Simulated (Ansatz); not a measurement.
`F[SiH]1NC(=[Se])O1` at its PBE0-D4/def2-TZVP geometry, where that method's forces vanish. The species carries charge 0 and has multiplicity 1.

```xyz
8

F     1.2644    1.9880   -0.3063
Si    0.9260    0.4531   -0.3906
N    -0.7343    0.0262   -0.4995
C    -0.6382   -0.5568    0.7406
Se   -1.8254   -1.4416    1.6994
O     0.6694   -0.2961    1.0887
H     1.9102   -0.1684   -1.2815
H    -1.5721   -0.0043   -1.0508
```

**Question.** What forces (eV/Å) does r2SCAN-D4/def2-TZVPP give on these atoms in Ansatz? (Best estimate.)

**Answer.** Computed: 
```
F1   0.013  0.064  0.015
Si2  0.084 -0.013 -0.108
N3  -0.081  0.133 -0.302
C4  -0.290 -0.135  0.067
Se5 -0.084 -0.066  0.078
O6   0.417  0.028  0.237
H7  -0.018  0.002  0.021
H8  -0.041 -0.014 -0.009
```
